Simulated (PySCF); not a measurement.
## Ionisation energy of Eu⁵⁹⁺ by level of theory

Eu⁵⁹⁺ [He] 2s2 → Eu⁶⁰⁺ [He] 2s1 [2s1/2^1, M_J = 1/2], as a difference of total energies. Calculation: PySCF 2.14, in an even-tempered Gaussian basis (17 s from 41 bohr⁻², ratio 2.4; 13 p from 53 bohr⁻², ratio 2.4; 5 d from 170 bohr⁻², ratio 2.6; 4 f from 250 bohr⁻², ratio 2.6); the two-component X2C-1e Hamiltonian. Correlated levels: nothing frozen; the 32 highest virtual spinors dropped. "Screened" scales the spin-orbit matrix elements by Boettger's factors to mimic the two-electron term; Breit and QED terms are absent.

| method | ionisation energy (eV) |
| --- | --- |
| GMP2 (spin-free) | 13483.6 |
| GHF (screened spin-orbit) | 13478.3 |
| GMP2 (screened spin-orbit) | 13484.7 |

Task: How much does correlation contribute at GMP2 (screened spin-orbit)?

Result: 13484.7 − (13478.3) = 6.4 eV, measured against GHF (screened spin-orbit).

For this ion Breit and QED terms and the two-electron picture change, all absent here, outweigh the correlation shift from GHF to GMP2.

For comparison: 13462 ± 7 eV (theoretical estimate listed by NIST; NIST Atomic Spectra Database, ionization energies).
